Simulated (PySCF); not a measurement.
C2H6GeSi, SMILES C1=[CH][GeH2][SiH2]1. Atoms are numbered in the order given.

```xyz
10

C     -1.1236    -1.3953     0.0000
C     -1.5118    -0.0887     0.0000
Ge     0.1779     0.9516     0.0000
Si     0.7754    -1.3759     0.0000
H     -1.8387    -2.2399     0.0000
H     -2.5670     0.2441     0.0000
H      0.4031     1.8313    -1.2616
H      0.4031     1.8313     1.2616
H      1.4320    -1.9758     1.2179
H      1.4320    -1.9758    -1.2179
```
Charge 0, spin multiplicity 1.

The structure is a stationary point at PBE-D3(BJ)/def2-SVP. This is a generated structure with no PubChem entry under its InChIKey; it may be hypothetical.

The numbers are results of PySCF with PBE-D3(BJ)/def2-SVP, not measurements.

Frequencies are harmonic and unscaled.

Computed vibrational spectrum:
```json
[
 {"mode": "1", "ν (cm⁻¹)": "180", "IR (km/mol)": "0.0", "moving atoms (share of kinetic energy)": "H 50 %, C 49 %"},
 {"mode": "2", "ν (cm⁻¹)": "333", "IR (km/mol)": "1.4", "moving atoms (share of kinetic energy)": "Si 44 %, Ge 37 %, C 10 %, H 9 %"},
 {"mode": "3", "ν (cm⁻¹)": "349", "IR (km/mol)": "5.5", "moving atoms (share of kinetic energy)": "H 98 %"},
 {"mode": "4", "ν (cm⁻¹)": "387", "IR (km/mol)": "3.1", "moving atoms (share of kinetic energy)": "C 40 %, Si 35 %, Ge 15 %, H 10 %"},
 {"mode": "5", "ν (cm⁻¹)": "504", "IR (km/mol)": "0.1", "moving atoms (share of kinetic energy)": "H 73 %, C 11 %, Si 10 %"},
 {"mode": "6", "ν (cm⁻¹)": "526", "IR (km/mol)": "1.0", "moving atoms (share of kinetic energy)": "H 97 %"},
 {"mode": "7", "ν (cm⁻¹)": "583", "IR (km/mol)": "49.7", "moving atoms (share of kinetic energy)": "H 86 %, C 10 %"},
 {"mode": "8", "ν (cm⁻¹)": "621", "IR (km/mol)": "1.0", "moving atoms (share of kinetic energy)": "H 89 %, C 10 %"},
 {"mode": "9", "ν (cm⁻¹)": "628", "IR (km/mol)": "34.0", "moving atoms (share of kinetic energy)": "C 60 %, H 22 %, Si 13 %"},
 {"mode": "10", "ν (cm⁻¹)": "679", "IR (km/mol)": "16.3", "moving atoms (share of kinetic energy)": "H 55 %, C 39 %"},
 {"mode": "11", "ν (cm⁻¹)": "741", "IR (km/mol)": "82.6", "moving atoms (share of kinetic energy)": "H 55 %, C 24 %, Si 20 %"},
 {"mode": "12", "ν (cm⁻¹)": "743", "IR (km/mol)": "110.7", "moving atoms (share of kinetic energy)": "H 76 %, C 20 %"},
 {"mode": "13", "ν (cm⁻¹)": "845", "IR (km/mol)": "77.0", "moving atoms (share of kinetic energy)": "H 98 %"},
 {"mode": "14", "ν (cm⁻¹)": "914", "IR (km/mol)": "106.8", "moving atoms (share of kinetic energy)": "H 95 %"},
 {"mode": "15", "ν (cm⁻¹)": "975", "IR (km/mol)": "0.1", "moving atoms (share of kinetic energy)": "H 77 %, C 23 %"},
 {"mode": "16", "ν (cm⁻¹)": "1019", "IR (km/mol)": "6.1", "moving atoms (share of kinetic energy)": "H 97 %"},
 {"mode": "17", "ν (cm⁻¹)": "1215", "IR (km/mol)": "11.3", "moving atoms (share of kinetic energy)": "H 66 %, C 34 %"},
 {"mode": "18", "ν (cm⁻¹)": "1516", "IR (km/mol)": "1.3", "moving atoms (share of kinetic energy)": "C 96 %"},
 {"mode": "19", "ν (cm⁻¹)": "2053", "IR (km/mol)": "131.8", "moving atoms (share of kinetic energy)": "H 99 %"},
 {"mode": "20", "ν (cm⁻¹)": "2063", "IR (km/mol)": "105.7", "moving atoms (share of kinetic energy)": "H 98 %"},
 {"mode": "21", "ν (cm⁻¹)": "2139", "IR (km/mol)": "114.4", "moving atoms (share of kinetic energy)": "H 98 %"},
 {"mode": "22", "ν (cm⁻¹)": "2148", "IR (km/mol)": "109.6", "moving atoms (share of kinetic energy)": "H 96 %"},
 {"mode": "23", "ν (cm⁻¹)": "3052", "IR (km/mol)": "6.7", "moving atoms (share of kinetic energy)": "H 92 %"},
 {"mode": "24", "ν (cm⁻¹)": "3075", "IR (km/mol)": "26.3", "moving atoms (share of kinetic energy)": "H 91 %, C 9 %"}
]
```
